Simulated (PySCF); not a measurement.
A run for PySCF: R-M06-2X/def2-TZVPP on aminoborane (SMILES BN), a point of a torsion scan.

```python
from pyscf import gto, dft

mol = gto.M(
    atom='''
    B     0.67493288    0.01846174   -0.16342314
    N    -0.73407920   -0.13567792   -0.18844307
    H     1.35970096   -0.92750868   -0.26824489
    H     1.12736631    0.93892540    0.42135802
    H    -1.26529784   -0.12322682   -1.04366503
    H    -1.18786162    0.58333530    0.37212489
    ''',
    basis='def2-tzvpp',
    charge=0, spin=0, verbose=4, max_memory=1800)
mf = dft.RKS(mol, xc='m062x').density_fit(auxbasis='def2-universal-jkfit')
mf.grids.level = 4
mf.conv_tol = 1e-9
mf.max_cycle = 150
mf.kernel()
mf.dip_moment()
```

The log:

```
PySCF version 2.14.0

[INPUT] verbose = 4
[INPUT] num. atoms = 6
[INPUT] num. electrons = 16
[INPUT] charge = 0
[INPUT] spin (= nelec alpha-beta = 2S) = 0
[INPUT] symmetry False subgroup None
[INPUT] Mole.unit = angstrom
[INPUT] Symbol           X                Y                Z      unit          X                Y                Z       unit  Magmom
[INPUT]  1 B      0.674932880000   0.018461740000  -0.163423140000 AA    1.275438295664   0.034887632383  -0.308824977016 Bohr   0.0
[INPUT]  2 N     -0.734079200000  -0.135677920000  -0.188443070000 AA   -1.387208641740  -0.256394109951  -0.356105792372 Bohr   0.0
[INPUT]  3 H      1.359700960000  -0.927508680000  -0.268244890000 AA    2.569462425708  -1.752737383357  -0.506909376414 Bohr   0.0
[INPUT]  4 H      1.127366310000   0.938925400000   0.421358020000 AA    2.130413567962   1.774311857398   0.796251258189 Bohr   0.0
[INPUT]  5 H     -1.265297840000  -0.123226820000  -1.043665030000 AA   -2.391066383604  -0.232864941001  -1.972241072486 Bohr   0.0
[INPUT]  6 H     -1.187861620000   0.583335300000   0.372124890000 AA   -2.244733135682   1.102343955791   0.703214126234 Bohr   0.0

nuclear repulsion = 32.1008300879218
number of shells = 46
number of NR pGTOs = 156
number of NR cGTOs = 118
basis = def2-tzvpp
ecp = {}


******** <class 'pyscf.df.df_jk.DFRKS'> ********
method = DFRKS
initial guess = minao
damping factor = 0
level_shift factor = 0
DIIS = <class 'pyscf.scf.diis.CDIIS'>
diis_start_cycle = 1
diis_space = 8
diis_damp = 0
SCF conv_tol = 1e-09
SCF conv_tol_grad = None
SCF max_cycles = 150
direct_scf = False
XC library pyscf.dft.libxc version 7.1.2
    S. Lehtola, C. Steigemann, M. J. T. Oliveira, and M. A. L. Marques,  SoftwareX 7, 1–5 (2018)
XC functionals = m062x
    Y. Zhao and D. G. Truhlar,  Theor. Chem. Acc. 120, 215 (2008)
    Y. Zhao and D. G. Truhlar,  Theor. Chem. Acc. 120, 215 (2008)
radial grids:
    Treutler-Ahlrichs [JCP 102, 346 (1995); DOI:10.1063/1.469408] (M4) radial grids

becke partition: Becke, JCP 88, 2547 (1988); DOI:10.1063/1.454033
pruning grids: <function nwchem_prune>
grids dens level: 4
symmetrized grids: False
atomic radii adjust function: <function treutler_atomic_radii_adjust>
small_rho_cutoff = 0
Set gradient conv threshold to 3.16228e-05
Initial guess from minao.
tot grids = 118816
******** <class 'pyscf.df.df.DF'> ********
auxbasis = def2-universal-jkfit
init E= -82.0227933285368
  HOMO = -0.313100189697087  LUMO = -0.0704288670858197  gap/eV = 6.60342
cycle= 1 E= -81.9762178944002  delta_E= 0.0466  |g|= 0.298  |ddm|= 1.54
  HOMO = -0.288001722867302  LUMO = 0.0191324908721313  gap/eV = 8.35755
cycle= 2 E= -81.9813013926346  delta_E= -0.00508  |g|= 0.294  |ddm|= 0.428
  HOMO = -0.332987067523106  LUMO = 0.00515639780499377  gap/eV = 9.20135
cycle= 3 E= -81.998322296481  delta_E= -0.017  |g|= 0.0367  |ddm|= 0.186
  HOMO = -0.332366125297533  LUMO = 0.00278327980815796  gap/eV = 9.11988
cycle= 4 E= -81.9986309966098  delta_E= -0.000309  |g|= 0.00996  |ddm|= 0.0283
  HOMO = -0.331751804367201  LUMO = 0.00434754705585938  gap/eV = 9.14573
cycle= 5 E= -81.9986581626518  delta_E= -2.72e-05  |g|= 0.00151  |ddm|= 0.00933
  HOMO = -0.331978429879491  LUMO = 0.00404196432710968  gap/eV = 9.14358
cycle= 6 E= -81.9986593216771  delta_E= -1.16e-06  |g|= 0.000507  |ddm|= 0.00237
  HOMO = -0.331937880949402  LUMO = 0.00412216797783138  gap/eV = 9.14466
cycle= 7 E= -81.998659455741  delta_E= -1.34e-07  |g|= 0.00012  |ddm|= 0.000546
  HOMO = -0.331946379197376  LUMO = 0.00412096105377024  gap/eV = 9.14486
cycle= 8 E= -81.9986594729871  delta_E= -1.72e-08  |g|= 3.23e-05  |ddm|= 0.000272
  HOMO = -0.331950359914213  LUMO = 0.00412225509749753  gap/eV = 9.14500
cycle= 9 E= -81.9986594737806  delta_E= -7.93e-10  |g|= 4.48e-06  |ddm|= 6.41e-05
  HOMO = -0.331949796264075  LUMO = 0.00412285918847211  gap/eV = 9.14500
Extra cycle  E= -81.9986594737955  delta_E= -1.5e-11  |g|= 1.89e-06  |ddm|= 8.89e-06
converged SCF energy = -81.9986594737955
Dipole moment(X, Y, Z, Debye): -1.24173,  1.02686, -0.80979
```

The run converged.

Cost: roughly 12 core-seconds.
